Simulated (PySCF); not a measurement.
C₆MoO₆, multiplicity 1. Atoms are numbered in the order given.

```xyz
13

Mo     0.0000     0.0000     0.0000
O      0.0000     3.1945     0.0000
C      0.0000     2.0531     0.0000
O      0.0000     0.0000     3.1945
C      0.0000     0.0000     2.0531
O      3.1945     0.0000     0.0000
C      2.0531     0.0000     0.0000
O     -3.1945     0.0000     0.0000
C     -2.0531     0.0000     0.0000
O      0.0000     0.0000    -3.1945
C      0.0000     0.0000    -2.0531
O      0.0000    -3.1945     0.0000
C      0.0000    -2.0531     0.0000
```

Geometry optimised at PBE0-D3(BJ)/def2-SVP. The spin state was assumed, not searched. The isomer is the one that the SMILES or the coordinates give; other isomers of the formula were not compared. The def2 effective core potentials stand for the cores of Mo; spin–orbit coupling is left out.

Method: TDDFT-PBE/def2-SVP (PySCF).

Vertical excitations; the highest root listed may be one member of a degenerate set.  State labels are in the subgroup D2h.

```csv
state,symmetry,energy (eV),λ (nm),f,main pairs
S1,Au,3.70,335,0.000,"HOMO→LUMO+2, HOMO−2→LUMO (degenerate set)"
S2,Au,3.70,335,0.000,"HOMO−1→LUMO+1, HOMO−2→LUMO, HOMO→LUMO+2 (degenerate set)"
S3,B2u,3.72,333,0.000,"HOMO−2→LUMO+2, HOMO→LUMO (degenerate set)"
S4,B1u,3.72,333,0.000,"HOMO−1→LUMO+2, HOMO→LUMO+1 (degenerate set)"
S5,B3u,3.72,333,0.000,"HOMO−1→LUMO, HOMO−2→LUMO+1 (degenerate set)"
S6,Au,3.83,324,0.000,"HOMO−1→LUMO+1 33 %, HOMO−2→LUMO 33 %, HOMO→LUMO+2 33 %"
S7,B3u,3.93,315,0.013,"HOMO−2→LUMO+1, HOMO−1→LUMO, HOMO−1→LUMO+3, HOMO−2→LUMO+4 (degenerate set)"
S8,B1u,3.93,315,0.013,"HOMO→LUMO+1, HOMO−1→LUMO+2, HOMO−1→LUMO+5, HOMO→LUMO+4 (degenerate set)"
S9,B2u,3.93,315,0.013,"HOMO→LUMO, HOMO−2→LUMO+2, HOMO−2→LUMO+5, HOMO→LUMO+3 (degenerate set)"
S10,Au,4.26,291,0.000,"HOMO→LUMO+5 33 %, HOMO−2→LUMO+3 33 %, HOMO−1→LUMO+4 33 %"
T1,Au,3.49,356,0,"HOMO→LUMO+2 33 %, HOMO−2→LUMO 33 %, HOMO−1→LUMO+1 33 %"
T2,B2u,3.49,355,0,"HOMO−2→LUMO+2, HOMO→LUMO (degenerate set)"
T3,B1u,3.49,355,0,"HOMO−1→LUMO+2, HOMO→LUMO+1 (degenerate set)"
T4,B3u,3.49,355,0,"HOMO−1→LUMO, HOMO−2→LUMO+1 (degenerate set)"
```
Triplets are in the Tamm–Dancoff approximation, which puts them higher than full response would, so one can lie above its singlet here.
